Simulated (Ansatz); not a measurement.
Geometry optimisation, RKS r2SCANh/STO-3G in Ansatz 0.2.0.

The input (input.yaml):

```yaml
crystal:
  periodic: [false, false, false]
  atoms:
    - { symbol: O, position_ang: [-0.2114, 1.2271, 1.1968] }
    - { symbol: B, position_ang: [0.5512, 0.4889, 0.2561] }
    - { symbol: O, position_ang: [1.9597, 0.3646, 0.4673] }
    - { symbol: B, position_ang: [-0.0696, -0.2159, -1.0696] }
    - { symbol: S, position_ang: [-1.9918, -0.0691, -1.3877] }
    - { symbol: H, position_ang: [-0.5569, 0.6357, 1.8677] }
    - { symbol: H, position_ang: [2.1147, -0.4439, 1.0487] }
    - { symbol: H, position_ang: [0.5599, -0.8338, -1.8229] }
    - { symbol: H, position_ang: [-1.82162, 1.06984, -2.21923] }
basis:
  gaussian: { orbitals: STO-3G }
hamiltonian:
  xc: r2scanh
relax:
  f_tol: 0.015
  max_steps: 40
```

Run as:

```bash
$ ansatz run input.yaml --threads 1 --pin off --max-ram 2048MiB --backend cpu --events-out ev --progress --plain --runs-dir out
```

Question: Where does it end, and by what steps?

Answer: The forces met the threshold. Limits of this set-up: minimal basis. After 14 steps the energy has fallen by 3.767 eV; H9 moved furthest, 0.90 Å.

| step | energy less start (eV) | largest force component (eV/Å) | accepted |
| --- | --- | --- | --- |
| 0 | 0.0000 | 3.595 | yes |
| 1 | -0.4915 | 2.106 | yes |
| 2 | -0.8844 | 2.372 | yes |
| 3 | -1.3542 | 3.890 | yes |
| 4 | -2.0454 | 3.391 | yes |
| 5 | -2.5908 | 1.713 | yes |
| 6 | -3.0050 | 1.290 | yes |
| 7 | -3.2526 | 2.763 | yes |
| 8 | -3.6592 | 0.825 | yes |
| 9 | -3.7576 | 0.174 | yes |
| 10 | -3.7626 | 0.178 | yes |
| 11 | -3.7658 | 0.059 | yes |
| 12 | -3.7663 | 0.072 | yes |
| 13 | -3.7666 | 0.022 | yes |
| 14 | -3.7666 | 0.006 | yes |

```xyz
9
Properties=species:S:1:pos:R:3
O 0.115 0.654 1.561
B 0.662 0.223 0.362
O 2.000 -0.094 0.431
B -0.145 0.068 -1.093
S -1.826 0.528 -1.178
H -0.861 0.861 1.405
H 2.287 0.072 1.393
H 0.372 -0.338 -2.059
H -2.071 0.249 -2.484
```

Time of the run: 43 s on 1 thread of Arm Neoverse V2, with other jobs on the host, peak memory 0.14 GiB.
